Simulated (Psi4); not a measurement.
CH₃AlF₂ (SMILES [CH3][Al]([F])[F]), singlet, geometry from GFN2-xTB (such geometries of metal compounds can be far from the true shape), atoms displaced at random by about 0.03 Å a coordinate; HF/6-31G, gradient (Psi4 1.11).

Here is a job for Psi4.
```
memory 2 GB

molecule mol {
0 1
Al    0.066075    0.076298    0.043659
C    -1.562802   -1.131544   -0.088060
H    -1.262685   -2.030340   -0.705532
H    -2.384279   -0.598381   -0.453023
H    -1.791572   -1.575743    0.880129
F     0.032581    1.651822   -0.484396
F     1.524754   -0.432068    0.577296
symmetry c1
no_reorient
no_com
}

set {
  basis 6-31g
  reference rhf
}

gradient('scf')
print_variables()
```

It wrote (shortened):

```
gradient() will perform analytic gradient computation.

   => Loading Basis Set <=

    Name: 6-31G
    Role: ORBITAL
    Keyword: BASIS

         ---------------------------------------------------------
                                   SCF
               by Justin Turney, Rob Parrish, Andy Simmonett
                          and Daniel G. A. Smith
                              RHF Reference
         ---------------------------------------------------------

  ==> Geometry <==

    Molecular point group: c1
    Full point group: C1

    Geometry (in Angstrom), charge = 0, multiplicity = 1:

       Center              X                  Y                   Z               Mass
    ------------   -----------------  -----------------  -----------------  -----------------
         AL           0.066075000000     0.076298000000     0.043659000000    26.981538530000
         C           -1.562802000000    -1.131544000000    -0.088060000000    12.000000000000
         H           -1.262685000000    -2.030340000000    -0.705532000000     1.007825032230
         H           -2.384279000000    -0.598381000000    -0.453023000000     1.007825032230
         H           -1.791572000000    -1.575743000000     0.880129000000     1.007825032230
         F            0.032581000000     1.651822000000    -0.484396000000    18.998403162730
         F            1.524754000000    -0.432068000000     0.577296000000    18.998403162730

  Running in c1 symmetry.

  Rotational constants: A =      0.22077  B =      0.16901  C =      0.09746 [cm^-1]
  Rotational constants: A =   6618.50906  B =   5066.76526  C =   2921.88695 [MHz]
  Nuclear repulsion =  153.922909639211213

  Charge       = 0
  Multiplicity = 1
  Electrons    = 40
  Nalpha       = 20
  Nbeta        = 20

  ==> Algorithm <==

  SCF Algorithm Type is DF.
  DIIS enabled.
  MOM disabled.
  Fractional occupation disabled.
  Guess Type is SAD.
  Energy threshold   = 1.00e-08
  Density threshold  = 1.00e-08
  Integral threshold = 1.00e-12

  ==> Primary Basis <==

  Basis Set: 6-31G
    Blend: 6-31G
    Number of shells: 28
    Number of basis functions: 46
    Number of Cartesian functions: 46
    Spherical Harmonics?: false
    Max angular momentum: 1

   => Loading Basis Set <=

    Name: (6-31G AUX)
    Role: JKFIT
    Keyword: DF_BASIS_SCF

  ==> Integral Setup <==

  SCF_SUBTYPE=INCORE selected. In-core MEM_DF algorithm will be used.
  Using in-core AOs.

  ==> MemDFJK: Density-Fitted J/K Matrices <==

[...]
  @DF-RHF Final Energy:  -480.46851118361008
    Total Energy =                       -480.4685111836100759
[...]

       Center              X                  Y                   Z               Mass
    ------------   -----------------  -----------------  -----------------  -----------------
         AL           0.066075000000     0.076298000000     0.043659000000    26.981538530000
         C           -1.562802000000    -1.131544000000    -0.088060000000    12.000000000000
         H           -1.262685000000    -2.030340000000    -0.705532000000     1.007825032230
         H           -2.384279000000    -0.598381000000    -0.453023000000     1.007825032230
         H           -1.791572000000    -1.575743000000     0.880129000000     1.007825032230
         F            0.032581000000     1.651822000000    -0.484396000000    18.998403162730
         F            1.524754000000    -0.432068000000     0.577296000000    18.998403162730

  Nuclear repulsion =  153.922909639211213

  ==> Basis Set <==

  Basis Set: 6-31G
    Blend: 6-31G
    Number of shells: 28
    Number of basis functions: 46
    Number of Cartesian functions: 46
    Spherical Harmonics?: false
    Max angular momentum: 1

  ==> DFJKGrad: Density-Fitted SCF Gradients <==

    Gradient:                    1
    J tasked:                  Yes
    K tasked:                  Yes
    wK tasked:                  No
    Integrals threads:           1
    Schwarz Cutoff:          1E-12
    Fitting Condition:       1E-10

   => Auxiliary Basis Set <=

  Basis Set: (6-31G AUX)
    Blend: CC-PVDZ-JKFIT
    Number of shells: 135
    Number of basis functions: 448
    Number of Cartesian functions: 448
    Spherical Harmonics?: false
    Max angular momentum: 3

  -Total Gradient:
     Atom            X                  Y                   Z
    ------   -----------------  -----------------  -----------------
       1        0.045970690900     0.014870603554     0.009825084074
       2       -0.056271739494     0.029653115535    -0.010340437841
       3        0.013396242407    -0.026169361580    -0.005808409937
       4        0.023162640800    -0.008301539294     0.014678149621
       5        0.002217574683    -0.006767391580    -0.000414808996
       6        0.000006730611    -0.013639944180     0.003525323607
       7       -0.028482139906     0.010354517545    -0.011464900529

  Variable Map:
  ----------------------------------------------------------------------------
[...]
  Array Variable Map:
  ----------------------------------------------------------------------------
[...]
[...]
```
